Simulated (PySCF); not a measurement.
**An excited-state table with gaps**

C2H10GeN2OSi.
Cartesian coordinates in Å at the PBE0-D3(BJ)/def2-SVP level; atoms count from 1:
```
atom  x, y, z in Å
C1     2.710    0.889    0.107
C2     1.289    0.418    0.294
O3     0.364    1.187    0.512
N4     1.055   -0.922    0.222
Si5   -0.622   -1.459    0.510
N6    -1.780   -0.862   -0.607
Ge7   -2.481    0.849   -0.667
H8     2.726    1.984    0.093
H9     3.341    0.528    0.934
H10    3.132    0.500   -0.831
H11    1.830   -1.543    0.023
H12   -0.986   -1.062    1.895
H13   -0.521   -2.942    0.369
H14   -1.943   -1.417   -1.441
H15   -2.604    1.362    0.771
H16   -1.641    1.795   -1.544
H17   -3.882    0.707   -1.306
```

Method: TDDFT PBE0/def2-SVPD, vertical, gas phase, core orbitals frozen in the response (PySCF 2.14.0, density-fitted response routines). The PBE0/def2-SVPD calculation is non-relativistic and has no spin–orbit coupling, an omission that weighs most on germanium.

Lowest singlets, with some entries withheld (?).

| state | E (eV) | f | main configurations (H = HOMO, L = LUMO) |
| --- | --- | --- | --- |
| S1 | 5.53 | 0.0028 | H→L (45%), H-1→L (34%) |
| S2 | 6.06 | 0.020 | ? |
| S3 | 6.48 | 0.012 | H→L+1 (73%), H-1→L (14%) |
| S4 | 6.69 | ? | ? |
| S5 | 6.84 | 0.0080 | H-2→L (37%), H-1→L+1 (30%), H→L+2 (15%) |
| S6 | 6.94 | ? | H→L+3 (78%) |
| S7 | 7.03 | 0.068 | ? |
| S8 | 7.24 | 0.013 | H-2→L+1 (55%), H-1→L+2 (13%), H-2→L (8%) |
| S9 | ? | ? | H-1→L+2 (55%), H-2→L+1 (16%) |
| S10 | ? | 0.010 | H→L+5 (46%), H→L+6 (17%), H→L+4 (16%) |

(1) Supply the missing values.

(2) Where do the lowest triplets lie (Tamm–Dancoff)?

(3) How far apart are S2 and S6, in eV and cm⁻¹?

(4) What is the mean static polarisability from the same response equations?

## Answers

(1) 
- S2: H→L (48%), H-1→L (28%), H→L+2 (11%)
- S4: f = 0.017; H→L+2 (55%), H→L+1 (14%), H→L+3 (10%)
- S6: f = 0.027
- S7: H-1→L+1 (52%), H-2→L (22%), H-2→L+1 (9%)
- S9: E = 7.38 eV; f = 0.010
- S10: E = 7.44 eV

(2) T1 5.08 eV, H→L (35%), H-1→L (35%); T2 5.40 eV, H-2→L (30%), H-1→L (30%), H→L (14%); T3 5.78 eV, H→L (36%), H→L+2 (22%), H-2→L (20%); T4 6.38 eV, H→L+1 (80%), H→L+3 (8%). E(S1) − E(T1) = +0.45 eV.

(3) 6.943 − 6.059 = 0.884 eV, or about 7130 cm⁻¹.

(4) 99.4 au (14.73 Å³), with principal values 82.6, 103.1 and 112.5 au.

The vertical ionisation energy (ΔSCF) is 8.89 eV, 1.45 eV above S10.

The run took 9.6 min on one thread, Arm Neoverse N1 (aarch64), no GPU (shared host), and the process peaked at 1.2 GiB of memory.

One conformer stands for the species.
